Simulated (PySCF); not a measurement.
Species: CrO (quintet state).
SMILES: `[O][Cr]`

Computed with PBE0-D3(BJ)/def2-SVP geometry optimisation, gas phase (PySCF).

Take the most abundant isotopes and a rigid rotor. 

What are the moment of inertia and the rotational constant?

I = 32.089 u·Å², B = 505379 MHz·u·Å²/I = 15749 MHz (0.5253 cm⁻¹, or 0.756 K as hB/k). For two atoms I = μr² with μ = 12.2290 u and r = 1.6199 Å.

If the electronic state has orbital angular momentum about the axis (Π, Δ; not determined here), the simple ladder of levels BJ(J+1) doesn't apply.

Whether it is a minimum is left open (no frequencies). ⟨S²⟩ = 6.071 (exact for a quintet: 6.00). Constants of a rigid frame at the computed geometry: no zero-point averaging, no centrifugal distortion.

***

Species: C₃F₃ (charge -1).
Structure used (GFN2-xTB), in Å, numbered top down from 1:
```xyz
6
C3F3 angstrom
C      2.278   -0.041   -0.043
C      1.045   -0.018   -0.022
C     -0.373    0.007    0.003
F     -0.974    1.099   -0.619
F     -0.960    0.025    1.266
F     -1.012   -1.069   -0.606
```

The geometry is computed with GFN2-xTB (gas phase).

Take the most abundant isotopes and a rigid rotor. 

Problem. What are A, B and C (cm⁻¹)?

Solution. Ia = 89.34, Ib = 172.21, Ic = 172.24 u·Å²; 505379 MHz·u·Å²/I gives 5657, 2935 and 2934 MHz, that is A = 0.18869, B = 0.09789, C = 0.09787 cm⁻¹.

Problem. What kind of rotor is it?

Solution. A prolate symmetric top, as the point group C3v requires two equal moments: κ = (2 × 2935 − 5657 − 2934)/(5657 − 2934) = -1.00.

Stationary, but not proved a minimum. Zero-point vibration and centrifugal distortion are left out.
